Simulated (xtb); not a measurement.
xtb input:

```bash
xtb mol.xyz --gfn 2 --ohess tight --chrg 1 --uhf 0
```
mol.xyz:
```
13

C     -1.87548346     0.14090816    -0.05374054
C     -0.44078387     0.25463327     0.51168834
C      0.60251622    -0.39850506    -0.41458586
S      2.29428652    -0.18895154     0.20311800
H     -2.10064343    -0.91235047    -0.07951636
H     -2.52590091     0.67439775     0.67780136
H     -1.92085646     0.56080315    -1.03802275
H     -0.20605872     1.35223476     0.55241162
H     -0.38902493    -0.12408255     1.54517795
H      0.55288976     0.00688976    -1.43561538
H      0.34015075    -1.50148051    -0.50378502
H      2.29299382     1.15671378     0.12590585
H      3.36702296    -1.02599482    -0.22209690
```

Task: Predict the final energy.

Result: -13.78774 Eh (GFN2-xTB).

It need not be the lowest isomer of its formula.
